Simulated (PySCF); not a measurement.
Electron correlation in P⁻ (phosphorus, charge -1)

[Ne] 3s2 3p4, high-spin 3P determinant. All numbers are calculated (PySCF 2.14, the non-relativistic Hamiltonian (point nucleus), in aug-cc-pwCVTZ (8s7p5d3f, 75 functions)). Frozen: 1s2; 14 electrons correlated.

MP2 pair energies summed by pair of shells (mhartree):

```csv
pair,energy,share (%)
2p-2p,-168.92,44.9
3s-3p,-53.40,14.2
3p-3p,-50.25,13.4
2s-2p,-43.76,11.6
2p-3p,-19.10,5.1
2p-3s,-16.39,4.4
3s-3s,-11.05,2.9
2s-2s,-8.32,2.2
2s-3p,-2.88,0.8
2s-3s,-2.28,0.6
```

Total MP2 correlation energy: -376.33 mhartree.

Same-spin part -102.89 and opposite-spin part -273.44 mhartree; SCS-MP2 scales them by 1/3 and 6/5 to -362.42 mhartree.
